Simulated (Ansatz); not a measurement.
## SnH4 (SMILES [SnH4]): the vertical energy of the triplet above the singlet, rung by rung

SnH4: 5 atoms, total charge 0, spin state singlet. As SMILES, `[SnH4]`. The coordinates come from a PBE0-D4/def2-TZVP relaxation.

| atom | x (Å) | y (Å) | z (Å) |
| --- | --- | --- | --- |
| Sn | 0.0000 | 0.0000 | 0.0000 |
| H | 0.8239 | -0.8535 | 1.2229 |
| H | -1.5636 | 0.4034 | 0.5431 |
| H | -0.1168 | -0.9746 | -1.3925 |
| H | 0.8565 | 1.4246 | -0.3736 |

Each level gives the vertical energy of the triplet above the singlet (eV). The values are calculated.

| level | kind | program | value (eV) | less CCSD(T)/def2-SVPD | CPU time (all runs) |
| --- | --- | --- | --- | --- | --- |
| SVWN5/def2-SVPD (core potential) | LDA | Ansatz | 6.86 | -0.61 | 24 s |
| BLYP/def2-SVPD (core potential) | GGA | Ansatz | 6.82 | -0.65 | 54 s |
| revPBE/def2-SVPD (core potential) | GGA | Ansatz | 6.85 | -0.62 | 32 s |
| r2SCAN/def2-SVPD (core potential) | meta-GGA | Ansatz | 7.00 | -0.47 | 49 s |
| BHLYP/def2-SVPD (core potential) | global hybrid | Ansatz | 7.38 | -0.09 | 28 s |
| B2PLYP/def2-SVPD (core potential) | double hybrid | Ansatz | 7.30 | -0.17 | 28 s |
| RPA@PBE0/def2-SVPD (core potential) | RPA | Ansatz | 7.41 | -0.06 | 33 s |
| CCSD(T)/def2-SVPD (core potential) | coupled cluster or CI | Ansatz | 7.47 | 0.00 | 33 s |

Differences are taken from CCSD(T)/def2-SVPD (core potential) for orientation; it has basis-set and higher-order errors of its own. Spin-orbit coupling, which can split open shells on such heavy atoms by tenths of an eV, is left out. The values span 6.82 to 7.47 eV. In the correlated wave-function rows the outer d shell of Sn is correlated, in sets not made for it. Times are those of the runs behind each value, whatever else they computed, on shared processors of several kinds: orders of magnitude only.
